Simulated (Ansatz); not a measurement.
The cluster CuB₆⁻, relaxed as a singlet with RKS PBE-D4/def2-SVPD in Ansatz, starting from the GFN1-xTB geometry. Force threshold 0.02 eV/Å.

The restricted singlet is unstable towards broken spin symmetry in Hartree–Fock (as tested in another run); at PBE-D4/def2-SVPD this wasn't settled. The structure comes from a short search, and lower isomers may exist.

Start:

Cartesian coordinates in Å:
```
Cu 1.316 1.395 -0.868
B -0.067 -0.125 -1.127
B -0.435 -0.451 0.606
B 1.348 1.513 1.117
B 0.381 0.474 1.578
B -1.438 -1.546 0.071
B -1.104 -1.260 -1.378
```

**Question.** Estimate the energy that the relaxation releases and the steps that it takes.

**Answer.** 283.4 kJ/mol, in 21 steps; 44 s on 4 threads of Intel Xeon Platinum 8259CL on a shared host. No frequencies were taken in this run, so the end may be a saddle point.

**Question.** Does the start keep its bonding and symmetry?

**Answer.** Bonds formed: B2–B4, B2–B5, B3–B7 (atoms count from 1). Point group Cs at the start, Cs at the end, both within 0.05 Å.

**Question.** Predict the relaxed structure.

**Answer.** 
```xyz
7

Cu    1.6307    1.7346   -1.1827
B     0.2291    0.2317   -0.3705
B    -0.8109   -0.8517    0.7774
B     1.1430    1.2845    0.5887
B     0.2276    0.3126    1.3257
B    -1.6404   -1.8123   -0.1374
B    -0.7791   -0.8994   -1.0013
```
Bond lengths: 9 × B–B 1.52 to 1.89 Å; 2 × B–Cu 1.89 to 2.21 Å.
